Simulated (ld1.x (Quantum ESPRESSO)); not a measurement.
The numbers below are computed, except where a source is named.
**Potentials for indium (In) compared**

Generated with ld1.x 7.5 (TM, RRKJ, ultrasoft, PAW), atompaw 4.2 or ONCVPSP 4.0.1. The cutoff is in Ry: for ld1.x and atompaw files where the sum of valence levels is converged to 10 mRy in a Bessel basis, for ONCV files where the hardest occupied wave has 1 mHa per electron of residual kinetic energy. The error is the largest all-electron minus pseudo excitation energy over each file’s own four to seven test configurations (ionisations up to +4, promotions, holes and added fractions of an electron), all of which were solved. The labels leave out finer settings (local radius, basis sizes, second energies), which also bear on the numbers. Spin-polarised tests are not counted. The rows are a selection from randomly drawn settings: files with unsolved tests, undetermined cutoffs or missed reference levels are left out.

A true bound ghost makes a file unfit for plane-wave use even where its test errors are small: the radial tests pick states by their node count and pass the ghost by.

```tsv
potential	cutoff (Ry)	largest error (meV)	bound ghosts
TM, PBE, scalar-relativistic, rc 1.95/2.35/2.25 (spd), local s, core correction no, reference 5s2 5p1	18	+107	d
TM, LDA (PZ), scalar-relativistic, rc 1.95/3.15 (sp), local p, core correction yes, reference 5s2 5p1	15	-157	none
RRKJ, LDA (PZ), scalar-relativistic, rc 1.90/3.00/2.85 (spd), local s, core correction yes, reference 5s2 5p1	18	-204	d
ultrasoft, PBE, scalar-relativistic, rc 2.00/2.85/1.30 (spd), local smoothed, core correction yes, reference 4d10 5s2 5p1	80	-67	none
TM, PBEsol, fully relativistic, rc 2.15/3.00/1.60 (spd), local s, core correction no, reference 4d10 5s2 5p1	80	-203	none
TM semilocal, Wu–Cohen, scalar-relativistic, rc 1.75/2.65/1.55 (spd), local s, core correction no, reference 4d10 5s1 5p2	80	-109	none
RRKJ, LDA (PZ), scalar-relativistic, rc 1.55/2.00 (sp), local s, core correction no, reference 5s1 5p0	35	+355	none
```

(1) Fill in the row for In: TM, PBE, scalar-relativistic, rc 1.80/2.75/2.25 (spd), local p, core correction yes, reference 5s2 5p0.75.

Answers

(1) cutoff 21 Ry, largest error -185 meV, bound ghosts: d.
